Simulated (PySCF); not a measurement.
A geometry optimisation, step by step.

Species: CH8N2SeSi2.
Atom-mapped SMILES: `[CH2:1]=[N:2][Si@@H:3]([SeH:4])[SiH2:5][NH2:6]` (hydrogens: H7, H8 on C1; H9 on Si3; H10 on Se4; H11, H12 on Si5; H13, H14 on N6)

Method: PBE0-D3(BJ)/def2-SVP geometry optimisation, gas phase (PySCF 2.14.0); density fitting, grid level 1; the optimiser is geomeTRIC in internal coordinates, started from a GFN2-xTB structure with every atom displaced at random (about 0.01 Å). The frame can shift and turn from step to step; on so coarse a grid that alone can change the energy by a few meV, and forces under 0.02 eV/Å are noise.

Step 0: E = -85218.1593 eV, largest atomic force 1.942 eV/Å
```
atom  x, y, z in Å  |  force x, y, z in eV/Å
C1     -2.717   -0.327    0.194   -1.497  -0.084  -0.707
N2     -1.559    0.089    0.256    1.849   0.060   0.588
Si3    -0.383    0.638   -0.857    0.926   1.099   0.885
Se4     0.078    2.792   -0.089   -0.955   0.123  -1.151
Si5     1.453   -0.760   -0.562    0.152   0.354   0.572
N6      1.832   -0.636    1.119   -0.923   0.368   0.412
H7     -3.307   -0.376   -0.733   -0.255  -0.149  -0.324
H8     -3.234   -0.597    1.096   -0.695  -0.466   0.926
H9     -0.799    0.909   -2.209   -0.461   0.002  -1.161
H10     1.146    2.411    0.754    1.051  -0.528   0.910
H11     1.135   -2.107   -1.042   -0.209  -0.647  -0.345
H12     2.675   -0.297   -1.224    0.338   0.157  -0.595
H13     1.057   -0.625    1.785    0.189  -0.039  -0.188
H14     2.615   -1.129    1.503    0.489  -0.252   0.177
```

Step 1: E = -85218.4373 eV, largest atomic force 0.508 eV/Å
```
atom  x, y, z in Å  |  force x, y, z in eV/Å
C1     -2.733   -0.361    0.198    0.111   0.274  -0.028
N2     -1.553    0.073    0.294   -0.151  -0.290   0.250
Si3    -0.381    0.682   -0.837    0.250   0.443  -0.003
Se4     0.229    2.779   -0.126    0.262  -0.133   0.045
Si5     1.451   -0.737   -0.553    0.028   0.041   0.126
N6      1.776   -0.569    1.144   -0.010   0.013   0.101
H7     -3.314   -0.398   -0.745   -0.017  -0.042  -0.070
H8     -3.275   -0.696    1.101   -0.025  -0.097   0.005
H9     -0.854    0.928   -2.234   -0.143  -0.111  -0.089
H10     1.327    2.285    0.745   -0.281  -0.027  -0.134
H11     1.121   -2.116   -1.038   -0.029  -0.085  -0.045
H12     2.656   -0.273   -1.296    0.032   0.010  -0.125
H13     0.979   -0.557    1.775   -0.008  -0.040  -0.036
H14     2.563   -1.056    1.563   -0.018   0.044   0.002
```

Step 2: E = -85218.4715 eV, largest atomic force 0.334 eV/Å
```
atom  x, y, z in Å  |  force x, y, z in eV/Å
C1     -2.731   -0.332    0.195    0.102  -0.086  -0.214
N2     -1.545    0.079    0.316   -0.014  -0.142   0.302
Si3    -0.378    0.692   -0.827    0.066   0.249  -0.117
Se4     0.275    2.770   -0.138    0.051   0.018  -0.062
Si5     1.447   -0.737   -0.546    0.008  -0.007   0.003
N6      1.784   -0.543    1.148    0.013   0.026   0.019
H7     -3.289   -0.340   -0.765   -0.067   0.034   0.017
H8     -3.276   -0.747    1.064   -0.028   0.071   0.015
H9     -0.886    0.903   -2.223   -0.078  -0.075  -0.002
H10     1.292    2.205    0.765   -0.025  -0.051   0.049
H11     1.101   -2.125   -1.012    0.004  -0.005   0.009
H12     2.637   -0.289   -1.332   -0.011  -0.018  -0.015
H13     0.986   -0.534    1.777   -0.031  -0.041  -0.015
H14     2.575   -1.016    1.572    0.011   0.026   0.012
```

Step 3: E = -85218.4896 eV, largest atomic force 0.262 eV/Å
```
atom  x, y, z in Å  |  force x, y, z in eV/Å
C1     -2.717   -0.318    0.169   -0.237   0.060   0.032
N2     -1.528    0.057    0.343    0.121  -0.025   0.118
Si3    -0.373    0.693   -0.815   -0.065  -0.087  -0.239
Se4     0.333    2.747   -0.149   -0.121   0.155  -0.117
Si5     1.451   -0.741   -0.542   -0.018  -0.037  -0.140
N6      1.801   -0.505    1.145    0.011   0.037  -0.019
H7     -3.281   -0.250   -0.788    0.116  -0.008  -0.021
H8     -3.301   -0.730    1.015    0.010  -0.031  -0.019
H9     -0.938    0.849   -2.203    0.012   0.012   0.078
H10     1.222    2.102    0.820    0.158  -0.061   0.166
H11     1.099   -2.143   -0.974    0.024   0.053   0.049
H12     2.618   -0.308   -1.376   -0.013  -0.030   0.085
H13     1.000   -0.521    1.770   -0.026  -0.045   0.015
H14     2.606   -0.945    1.577    0.029   0.008   0.012
```

Step 4: E = -85218.4971 eV, largest atomic force 0.272 eV/Å
```
atom  x, y, z in Å  |  force x, y, z in eV/Å
C1     -2.717   -0.307    0.172   -0.097   0.079  -0.240
N2     -1.523    0.048    0.366    0.130  -0.008   0.239
Si3    -0.381    0.684   -0.811   -0.013  -0.091  -0.101
Se4     0.337    2.743   -0.158   -0.050   0.033  -0.019
Si5     1.449   -0.746   -0.544   -0.013  -0.019  -0.094
N6      1.804   -0.496    1.141   -0.018   0.035   0.014
H7     -3.228   -0.215   -0.812   -0.077  -0.052   0.053
H8     -3.333   -0.728    0.990    0.058   0.008  -0.007
H9     -0.973    0.827   -2.187    0.003   0.030   0.046
H10     1.217    2.099    0.834    0.044   0.000   0.026
H11     1.108   -2.154   -0.956    0.002   0.022   0.021
H12     2.612   -0.316   -1.380    0.015  -0.011   0.053
H13     1.002   -0.537    1.766   -0.001  -0.032   0.015
H14     2.620   -0.916    1.572    0.018   0.008  -0.006
```

Step 5: E = -85218.5017 eV, largest atomic force 0.179 eV/Å
```
atom  x, y, z in Å  |  force x, y, z in eV/Å
C1     -2.720   -0.288    0.164    0.003  -0.178  -0.013
N2     -1.520    0.042    0.380    0.001   0.042   0.015
Si3    -0.386    0.671   -0.813    0.061   0.010   0.020
Se4     0.330    2.740   -0.169    0.046  -0.082   0.068
Si5     1.453   -0.749   -0.546    0.005   0.002  -0.005
N6      1.798   -0.492    1.141   -0.052   0.023   0.039
H7     -3.234   -0.204   -0.817    0.011   0.070  -0.004
H8     -3.333   -0.727    0.974   -0.028   0.056   0.021
H9     -0.996    0.817   -2.176   -0.011   0.021  -0.011
H10     1.226    2.113    0.831   -0.077   0.045  -0.101
H11     1.130   -2.161   -0.948   -0.023  -0.020  -0.017
H12     2.624   -0.315   -1.363    0.034   0.009   0.001
H13     0.996   -0.569    1.762    0.024  -0.008   0.009
H14     2.625   -0.894    1.572    0.006   0.010  -0.022
```

Step 6: E = -85218.5046 eV, largest atomic force 0.048 eV/Å
```
atom  x, y, z in Å  |  force x, y, z in eV/Å
C1     -2.721   -0.291    0.162    0.005  -0.003   0.012
N2     -1.519    0.028    0.383   -0.015  -0.024  -0.010
Si3    -0.387    0.660   -0.812    0.038   0.015   0.020
Se4     0.316    2.732   -0.171    0.019  -0.026   0.022
Si5     1.460   -0.749   -0.546    0.013  -0.004   0.008
N6      1.796   -0.491    1.144   -0.045   0.011   0.014
H7     -3.233   -0.177   -0.817    0.005   0.005  -0.007
H8     -3.346   -0.716    0.970   -0.006   0.006   0.004
H9     -1.003    0.811   -2.172   -0.014   0.001  -0.013
H10     1.223    2.109    0.816   -0.025   0.016  -0.032
H11     1.147   -2.162   -0.951   -0.014  -0.007  -0.013
H12     2.636   -0.306   -1.353    0.015   0.004   0.004
H13     0.995   -0.584    1.765    0.014  -0.002   0.006
H14     2.629   -0.881    1.573    0.011   0.009  -0.016
```

Step 7: E = -85218.5052 eV, largest atomic force 0.035 eV/Å
```
atom  x, y, z in Å  |  force x, y, z in eV/Å
C1     -2.723   -0.289    0.159    0.012   0.028   0.017
N2     -1.518    0.016    0.385   -0.016  -0.019  -0.024
Si3    -0.387    0.652   -0.811    0.011   0.007   0.011
Se4     0.310    2.724   -0.171   -0.005   0.005  -0.005
Si5     1.464   -0.750   -0.544    0.012  -0.002   0.005
N6      1.793   -0.486    1.147   -0.024  -0.007   0.002
H7     -3.230   -0.161   -0.822   -0.003  -0.007  -0.003
H8     -3.357   -0.709    0.963    0.000  -0.008  -0.002
H9     -1.010    0.804   -2.169   -0.005  -0.005  -0.004
H10     1.220    2.103    0.811    0.004  -0.002   0.003
H11     1.158   -2.164   -0.953   -0.005   0.003  -0.002
H12     2.644   -0.300   -1.343    0.003  -0.002   0.005
H13     0.996   -0.592    1.769    0.007   0.000   0.004
H14     2.633   -0.863    1.573    0.009   0.009  -0.007
```

Step 8: E = -85218.5054 eV, largest atomic force 0.029 eV/Å
```
atom  x, y, z in Å  |  force x, y, z in eV/Å
C1     -2.726   -0.288    0.155    0.012   0.022   0.015
N2     -1.519    0.007    0.382   -0.007  -0.013  -0.025
Si3    -0.387    0.646   -0.813   -0.008   0.006   0.006
Se4     0.305    2.720   -0.172   -0.006   0.009  -0.009
Si5     1.468   -0.750   -0.542    0.004   0.005   0.006
N6      1.791   -0.483    1.150   -0.007  -0.015  -0.004
H7     -3.234   -0.149   -0.824   -0.002  -0.007  -0.002
H8     -3.362   -0.709    0.957    0.000  -0.005  -0.003
H9     -1.011    0.798   -2.169    0.002  -0.006   0.000
H10     1.218    2.102    0.808    0.008  -0.006   0.010
H11     1.166   -2.165   -0.953    0.000   0.004   0.003
H12     2.651   -0.296   -1.334   -0.001  -0.003   0.002
H13     0.996   -0.598    1.774    0.002   0.000   0.001
H14     2.637   -0.849    1.574    0.004   0.009  -0.001
```

Step 9: E = -85218.5056 eV, largest atomic force under 0.02 eV/Å
```
atom  x, y, z in Å  |  force x, y, z in eV/Å
C1     -2.730   -0.287    0.150    0.001   0.002   0.004
N2     -1.521   -0.001    0.375    0.005   0.003  -0.012
Si3    -0.386    0.641   -0.815   -0.015  -0.003   0.000
Se4     0.299    2.717   -0.174   -0.004   0.006  -0.006
Si5     1.472   -0.750   -0.538   -0.003   0.010   0.004
N6      1.789   -0.481    1.154    0.006  -0.014  -0.005
H7     -3.239   -0.142   -0.828    0.000  -0.002   0.000
H8     -3.366   -0.709    0.950    0.000  -0.001  -0.002
H9     -1.009    0.790   -2.173    0.007  -0.003   0.002
H10     1.212    2.100    0.808    0.005  -0.004   0.007
H11     1.174   -2.165   -0.951    0.002   0.001   0.005
H12     2.657   -0.292   -1.324   -0.002  -0.003   0.000
H13     0.998   -0.604    1.781   -0.002   0.000  -0.001
H14     2.642   -0.834    1.577   -0.001   0.008   0.003
```

Problem. Summarise the path.

Solution. The energy falls by 33.41 kJ/mol from step 0 to step 9; nine tenths of that is first reached at step 2. It falls at every step. The largest force goes from 1.942 to under 0.02 eV/Å. Among the bonds Se4–H10 changes most (a near tie, within 0.001 Å, with another), from 1.413 to 1.476 Å; the atoms move by 0.190 Å rms after alignment.

What follows is the cost of the whole optimisation. Hardware: one thread, AMD EPYC 9R45 (x86_64), shared host with 96 logical CPUs at a one-minute load of 54. Cost: 74 s of wall time, 0.60 GiB resident at most.
